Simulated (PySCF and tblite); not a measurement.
C₈H₁₂, numbered as in [CH:1]#[C:2][CH:3]1[CH2:4][CH2:5][CH2:6][CH2:7][CH2:8]1.

Level: PBE0-D3(BJ)/def2-SVP (IEF-PCM, chloroform)//GFN2-xTB, thermal terms from GFN2-xTB, symmetry numbers and mirror pairs counted. Conformers within 3 kcal/mol (GFN2-xTB free energy) were kept, 8 at most. GIAO shieldings: wB97X-D/pcSseg-1 (IEF-PCM, chloroform). Shifts are against TMS (¹H), TMS (¹³C) at the same level. Run with PySCF (density fitting) and tblite.

The 6-ring runs over atoms 3–4–5–6–7–8.

```
conformer                                       shape  weight %  dipole D
        1  6-ring chair (all substituents equatorial)      66.5      1.15
        2                     6-ring chair (C2 axial)      33.5      0.87
```

Q: How do the computed shifts compare with measured ones?

A: 
```
nucleus  signal  leading conformer  average  measured                                          medium
    ¹³C      C1               75.5     76.6      68.3  not stated per compound (mostly CDCl3 or CCl4)
    ¹³C      C2               96.7     96.3      88.7  not stated per compound (mostly CDCl3 or CCl4)
```

Measured values: Pretsch, Buehlmann, Badertscher, Structure Determination of Organic Compounds, 4th ed. (2009). Mean difference for ¹³C: 7.95 ppm, scatter 0.35 ppm. The computed shifts are unscaled and lack vibrational corrections.
